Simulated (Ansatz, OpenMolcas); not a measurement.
How basis sets differ on CH5GaO2 (SMILES [CH3][Ga]([OH])[OH])

The species is CH5GaO2 (9 atoms), meant as a singlet with charge 0. As SMILES, `[CH3][Ga]([OH])[OH]`. The coordinates come from a PBE0-D4/def2-TZVP relaxation. This is one conformer, not always the lowest.

```xyz
9

C     0.1395    0.7406   -1.3856
Ga   -0.0223   -0.1804    0.3149
O     0.2379   -1.9475    0.4432
O    -0.4357    0.7068    1.8148
H     0.2598    0.0245   -2.1979
H     1.0053    1.4049   -1.3681
H    -0.7466    1.3499   -1.5688
H     0.1412   -2.3145    1.3236
H    -0.4907    0.1696    2.6070
```

Quantity: the dipole moment, in D. The values are calculated.

```csv
level,kind,program,value (D),CPU time
HF/ANO-R0 (sfX2C),Hartree–Fock,OpenMolcas,1.94,8.3 s
HF/ANO-S-MB,Hartree–Fock,OpenMolcas,1.45,2.3 s
HF/STO-3G,Hartree–Fock,OpenMolcas,1.22,3.5 s
HF/3-21G,Hartree–Fock,Ansatz,1.44,1.4 s
HF/cc-pVDZ,Hartree–Fock,OpenMolcas,0.77,16 s
HF/def2-SVP,Hartree–Fock,Ansatz,0.91,5.6 s
HF/def2-TZVP,Hartree–Fock,Ansatz,0.72,21 s
```

All-electron rows without a relativistic Hamiltonian named are non-relativistic. The values span 0.72 to 1.94 D. Magnitudes only. Sets without polarisation functions give poor dipoles. Without the sets that lack polarisation functions the rows with a basis span only 0.72 to 0.91 D. Times are those of the runs behind each value, whatever else they computed, on shared processors of several kinds: orders of magnitude only.
